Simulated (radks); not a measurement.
Results of a calculation; reference values are marked as such.
Question: Isoelectronic series with 33 electrons, all held in the configuration [Ar] 3d10 4s2 4p3, which need not be the ground one along the series. Code: a radial shooting solver on a logarithmic mesh with Libxc functionals. Model: scalar-relativistic Kohn-Sham, BLYP, spin-polarised, spherical densities, point nucleus; open shells are filled with parallel spins first (spin-orbit coupling, left out, can overturn this in heavy ions). Total energies (hartree) and orbital eigenvalues (hartree):

ion,E (hartree),4p up,4s down,4s up
As,-2261.27029,-0.20581,-0.48178,-0.54966
Tc10+,-4255.82618,-7.59723,-8.56551,-8.76521
Cd15+,-5512.51394,-13.90091,-15.29102,-15.54717
I20+,-6947.56676,-21.86751,-23.75892,-24.06984
Ce25+,-8566.3525,-31.49906,-33.99936,-34.36412
Eu30+,-10375.2947,-42.80990,-46.06153,-46.47960
Er35+,-12382.0259,-55.82186,-60.01076,-60.48181

Estimate the row of Sr5+.

Answer: E (hartree) -3173.13219; 4p up -2.98268; 4s down -3.58554; 4s up -3.72526.
